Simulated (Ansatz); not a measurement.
Molecule: sum formula SiN₂H₅ (charge 0, doublet). It need not be the lowest isomer of its formula. 
Coordinates optimised at B3LYP-D3(BJ)/def2-TZVP (Ansatz, a first-principles code):
```xyz
8

Si     0.0484    -0.5613    -0.0705
N      1.1643     0.6679    -0.5442
N     -1.2133     0.2419     0.7737
H     -0.3212    -1.2141    -1.3713
H      1.5779     1.2780     0.1444
H      1.7875     0.5122    -1.3217
H     -1.8014    -0.2263     1.4412
H     -1.5769     1.1391     0.4886
```
Charge 0, spin multiplicity 2.

Total electronic energies in hartree. Cores are frozen in the correlated levels unless marked. UHF or UKS for open shells. Spin-orbit coupling is left out. Non-relativistic. CBS marks a two-point X^-3 extrapolation of the correlation energy; Hartree-Fock from the larger set (for Q and 5 zeta extrapolated as (X+1)exp(-9√X)). The bracket is a focal-point correction in the basis named.

| level | program | energy (Eh) |
|---|---|---|
| RI-HF/aug-cc-pV(T+d)Z | Ansatz | -400.82875 |
| PBE/def2-TZVPD | Ansatz | -401.78475 |
| PBE0/STO-3G | Ansatz | -396.89387 |
| PBE0-D3(BJ)/def2-TZVPD | Ansatz + dftd3 | -401.82456 |
| PBE0/def2-TZVP | Ansatz | -401.81750 |
| PBE0/def2-TZVPD | Ansatz | -401.82020 |
| r2SCAN0/def2-TZVPD | Ansatz | -401.96601 |
| B2PLYP-D4/def2-TZVPD | Ansatz + dftd4 | -401.86243 |
| MP2/aug-cc-pV(D+d)Z | Ansatz | -401.23862 |
| MP2/aug-cc-pV(Q+d)Z | Ansatz | -401.42034 |
| MP2/CBS(aug-cc-pV(T+d)Z,aug-cc-pV(Q+d)Z) | Ansatz | -401.4444 |
| MP2/CBS(cc-pV(T+d)Z,cc-pV(Q+d)Z) | Ansatz | -401.4421 |
| MP2/CBS(cc-pV(Q+d)Z,cc-pV(5+d)Z) | Ansatz | -401.4491 |
| SCS-MP2/STO-3G | Ansatz | -396.07739 |
| SCS-MP2/cc-pV(5+d)Z | Ansatz | -401.43665 |
| CCSD/STO-3G | Ansatz | -396.10275 |
| CCSD/6-31G | Ansatz | -400.93284 |
| CCSD(T)/aug-cc-pV(T+d)Z | Ansatz | -401.42652 |
| CCSD(T)/cc-pwCVTZ | Ansatz | -401.41873 |
| CCSD(T)/cc-pV(5+d)Z | Ansatz | -401.47445 |
| RI-MP2/CBS(cc-pV(T+d)Z,cc-pV(Q+d)Z)+[CCSD(T)-MP2]/cc-pV(D+d)Z | Ansatz | -401.4881 |
| RI-MP2/CBS(cc-pV(T+d)Z,cc-pV(Q+d)Z)+[CCSD(T)-MP2]/cc-pV(Q+d)Z | Ansatz | -401.4877 |
| CCSD(T)/CBS(cc-pV(Q+d)Z,cc-pV(5+d)Z) | Ansatz | -401.4874 |

Totals of different functionals don't rank their quality; only differences between species are comparable.
